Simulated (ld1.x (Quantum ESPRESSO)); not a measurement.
# An all-electron radial function and its pseudo partner (Hf)

Columns: radius, all-electron u(r) and pseudo u(r) of the 6p shell (level -1.40 eV) of hafnium in the configuration [Xe] 4f14 5d2 6s2 6p0; PBE, scalar-relativistic, TM scheme, ld1.x (Quantum ESPRESSO) 7.5.

```json
{"r (bohr)": "0.210", "all-electron": "-0.0339", "pseudo": "0.0022"}
{"r (bohr)": "0.420", "all-electron": "0.1067", "pseudo": "0.0088"}
{"r (bohr)": "0.630", "all-electron": "-0.0356", "pseudo": "0.0198"}
{"r (bohr)": "0.840", "all-electron": "-0.1616", "pseudo": "0.0355"}
{"r (bohr)": "1.050", "all-electron": "-0.1928", "pseudo": "0.0559"}
{"r (bohr)": "1.260", "all-electron": "-0.1541", "pseudo": "0.0812"}
{"r (bohr)": "1.470", "all-electron": "-0.0791", "pseudo": "0.1114"}
{"r (bohr)": "1.680", "all-electron": "0.0087", "pseudo": "0.1464"}
{"r (bohr)": "1.890", "all-electron": "0.0962", "pseudo": "0.1857"}
{"r (bohr)": "2.100", "all-electron": "0.1767", "pseudo": "0.2283"}
{"r (bohr)": "2.310", "all-electron": "0.2475", "pseudo": "0.2728"}
{"r (bohr)": "2.520", "all-electron": "0.3077", "pseudo": "0.3172"}
{"r (bohr)": "2.730", "all-electron": "0.3576", "pseudo": "0.3591"}
{"r (bohr)": "2.940", "all-electron": "0.3977", "pseudo": "0.3963"}
{"r (bohr)": "3.150", "all-electron": "0.4287", "pseudo": "0.4272"}
{"r (bohr)": "3.360", "all-electron": "0.4515", "pseudo": "0.4507"}
{"r (bohr)": "3.570", "all-electron": "0.4670", "pseudo": "0.4668"}
{"r (bohr)": "3.780", "all-electron": "0.4761", "pseudo": "0.4761"}
{"r (bohr)": "3.990", "all-electron": "0.4798", "pseudo": "0.4798"}
{"r (bohr)": "4.200", "all-electron": "0.4789", "pseudo": "0.4789"}
{"r (bohr)": "4.410", "all-electron": "0.4742", "pseudo": "0.4742"}
{"r (bohr)": "4.620", "all-electron": "0.4665", "pseudo": "0.4665"}
{"r (bohr)": "4.830", "all-electron": "0.4564", "pseudo": "0.4564"}
{"r (bohr)": "5.040", "all-electron": "0.4446", "pseudo": "0.4446"}
{"r (bohr)": "5.250", "all-electron": "0.4313", "pseudo": "0.4313"}
{"r (bohr)": "5.460", "all-electron": "0.4172", "pseudo": "0.4172"}
```

How many radial nodes do the two functions have?

The all-electron 6p function has n − l − 1 = 4 (the table is too coarse to show those close to the nucleus); the pseudo-wave has 0, since the states of the same l below it are removed with the core.

At about which radius was the pseudo-wave matched?

4.20 bohr. The columns agree to 0.0005 from 3.57 bohr on; several derivatives are matched, so the curves merge somewhat inside the radius.

Is the pseudo-wave norm-conserving?

Yes: the TM scheme keeps the norm inside the radius equal to the all-electron one, which fixes the energy derivative of the logarithmic derivative at the level.
